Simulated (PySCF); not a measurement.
# What a mistake does to a calculation on C2GeH8N cation

These are calculations, not measurements. The program is PySCF 2.14.0, an open-source quantum chemistry code, run on an isolated molecule that a program drew, which may never have been made. The molecule is C2GeH8N cation (charge +1, singlet), drawn as the SMILES string `[CH3][Ge+]([CH3])[NH2]`.

Each row is a Hartree-Fock (HF) and frozen-core CCSD(T) single point in the cc-pVDZ basis, meant for a local HF minimum. Run 1 is clean. Each other run has one planted mistake out of seven kinds, and not every kind appears here: one electron removed, one electron added, multiplicity raised by two, geometry at a saddle point, minimal basis STO-3G, one bond length entered in bohr, all coordinates scaled. The reference is restricted for singlets and unrestricted otherwise, and also for a bond in bohr. Adding or removing an electron swaps singlet and doublet. Electrons count all cores. HOMO and LUMO are orbital energies over both spins, the gradient is its largest component, and the lowest frequency (negative if imaginary) is given only where the gradient is small. Bond lengths are over the 11 bonds as drawn. T1 is the CCSD diagnostic: over 0.02 (restricted) or 0.045 (unrestricted) a single reference is doubtful. Germanium has the cc-pVDZ-PP basis, with a core potential (ECP10MDF) in place of its 10 inner electrons, and its 3s, 3p and 3d shells are frozen in CCSD(T).

Geometry of the clean run:
```xyz
12
C2GeH8N cation, angstrom
C     0.9850   -0.3096    1.3330
Ge    1.2320   -0.4015   -0.5688
C    -0.1516   -0.2155   -1.8869
N     2.8503   -0.6755   -1.1479
H     0.2609   -1.0690    1.6339
H     1.9292   -0.4703    1.8504
H     0.5828    0.6724    1.5898
H     0.2593   -0.3118   -2.8904
H    -0.6228    0.7622   -1.7697
H    -0.9069   -0.9854   -1.7183
H     3.6447   -0.7863   -0.5432
H     3.0879   -0.7391   -2.1219
```

| run | electrons | basis functions | <S^2> | HOMO (eV) | LUMO (eV) | gradient (hartree/bohr) | lowest frequency (cm^-1) | mean bond (Å) | longest bond (Å) | T1 | HF (hartree) | CCSD(T) (hartree) | mistake |
|---|---|---|---|---|---|---|---|---|---|---|---|---|---|
| 1 | 58 | 105 | 0.000 | -16.95 | -3.18 | 1.1e-05 | 42 | 1.2848 | 1.920 | 0.0140 | -428.01965 | -428.62867 | no fault |
| 2 | 58 | 105 | 2.035 | -11.25 | -6.01 | 1.4e-01 | - | 1.2848 | 1.920 | 0.0107 | -427.87321 | -428.44627 | multiplicity raised by two |
| 3 | 58 | 105 | 0.000 | -16.64 | -3.36 | 2.5e-02 | - | 1.3221 | 1.976 | 0.0156 | -428.01066 | -428.62777 | ? |
| 4 | 58 | 105 | 0.953 | -15.05 | -5.17 | 3.9e-02 | - | 1.4401 | 3.628 | 0.0223 | -427.91345 | -428.49513 | ? |

**Which mistake was planted in run 3, and what did it cost?**

The mean and the longest bond both change by the same factor, 1.029, and the gradient is no longer small. So the mistake is: all coordinates scaled. Subtracting run 1 and multiplying by 627.51 kcal/mol a hartree, the energy moved by 5.6 kcal/mol in HF and 0.6 kcal/mol in CCSD(T).

**Which mistake was planted in run 4, and what did it cost?**

The mean bond changes by a factor of 1.121 and the longest by 1.890, so the molecule wasn't scaled as a whole. A length L in bohr read as angstrom grows by (1/0.5292 - 1) L = 0.890 L. The 11 bonds together grew by 11 x 0.1553 = 1.708 Å, which gives L = 1.920 Å. That is the length of one of the C-Ge bonds, 1.920 Å in the clean geometry. So the mistake is: one bond length entered in bohr. Subtracting run 1 and multiplying by 627.51 kcal/mol a hartree, the energy moved by 66.6 kcal/mol in HF and 83.8 kcal/mol in CCSD(T).

